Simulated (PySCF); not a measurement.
CH₂F₃Ga, SMILES F[C](F)([GaH2])F. Atoms are numbered in the order given.

```xyz
7

Ga     1.1962    -0.0137     0.0000
C     -0.8260    -0.0108     0.0000
F     -1.3629    -0.6063    -1.0773
F     -1.3629    -0.6063     1.0773
F     -1.2688     1.2652     0.0000
H      1.9133     0.0072     1.3880
H      1.9133     0.0072    -1.3880
```
Charge 0, spin multiplicity 1.

Geometry: PBE0-D3(BJ)/def2-SVP. The structure was generated by enumeration; whether it is a known compound was not checked.

Two levels are set side by side: PBE/pcSseg-1 (PySCF) and PBE0/pcSseg-1 (PySCF). GIAO shifts against CFCl3 (¹⁹F), TMS (¹H), TMS (¹³C) at the same level; non-relativistic, no solvent, atoms listed together averaged. Differences are taken from unrounded values.

```
quantity                 PBE
---------------------  -----
δ(¹³C) of C2 (ppm)     144.6
δ(¹H) of H6, H7 (ppm)   6.47
```

Problem. These are the PBE values. What does PBE0 give? (The exact figures need the calculation; the answer reports its results.)

Solution. 
| quantity | PBE0 | PBE minus PBE0 |
|---|---|---|
| δ(¹³C) of C2 (ppm) | 139.1 | 5.5 |
| δ(¹H) of H6, H7 (ppm) | 6.12 | 0.34 |

Rough cost on one machine, each run with all the roots and properties that it gave: PBE0 against PBE within a factor of 2.
